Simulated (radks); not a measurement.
Values are calculated unless marked as measured or tabulated.
The zirconium ion Zr4+, 36 electrons, occupied as [Ar] 3d10 4s2 4p5.75 4f0.25 (fractional occupations, a model configuration).

Level of theory: scalar-relativistic Kohn-Sham, PBE, spin-polarised, spherical densities, finite nucleus; open shells are filled with parallel spins first (spin-orbit coupling, left out, can overturn this in heavy ions); Fermi nuclear charge, rms radius 4.2694 fm (a radial shooting solver on a logarithmic mesh with Libxc functionals).

Energy parts (eV):
| part | energy |
|---|---|
| total | -97829.124 |
| kinetic | 100592.484 |
| electron-nucleus | -233946.655 |
| Hartree | 38588.952 |
| exchange-correlation | -3063.904 |

Orbitals (lengths in bohr, moments of r in powers of bohr; r(90%) holds 90 % of the orbital's charge):
| orbital | occ. | eigenvalue (eV) | r(90%) | <r> |
|---|---|---|---|---|
| 1s up | 1 | -17870.36 | 0.0664 | 0.03707 |
| 1s down | 1 | -17870.32 | 0.0664 | 0.03707 |
| 2s up | 1 | -2515.678 | 0.251 | 0.1626 |
| 2s down | 1 | -2515.657 | 0.251 | 0.1626 |
| 2p up | 3 | -2248.348 | 0.231 | 0.1417 |
| 2p down | 3 | -2248.314 | 0.231 | 0.1417 |
| 3s up | 1 | -450.0762 | 0.678 | 0.4582 |
| 3s down | 1 | -450.0343 | 0.678 | 0.4582 |
| 3p up | 3 | -362.9672 | 0.699 | 0.4618 |
| 3p down | 3 | -362.9200 | 0.699 | 0.4618 |
| 3d up | 5 | -220.0585 | 0.726 | 0.4518 |
| 3d down | 5 | -220.0066 | 0.726 | 0.4517 |
| 4s up | 1 | -97.5653 | 1.72 | 1.185 |
| 4s down | 1 | -97.2133 | 1.72 | 1.185 |
| 4p up | 3 | -74.6663 | 1.92 | 1.309 |
| 4p down | 2.75 | -74.2949 | 1.92 | 1.308 |
| 4f up | 0.25 | -18.6236 | 4.77 | 3.126 |

The highest occupied level is 4f up at -18.624 eV. The density falls to 0.001 e/bohr^3 at r = 3.12 bohr. The electron density at the nucleus is 7.61e+04 e/bohr^3 (large components only). Summed over all electrons, <r^2> = 21.83 bohr^2, which gives a Langevin (diamagnetic) susceptibility term of -17.3 x 10^-6 cm^3/mol. Spin moment in Bohr magnetons: 0.5. The spin density at the nucleus is -0.2561 e/bohr^3 (1s -0.0857, 2s 0.0219, 3s 0.0264, 4s -0.2187).
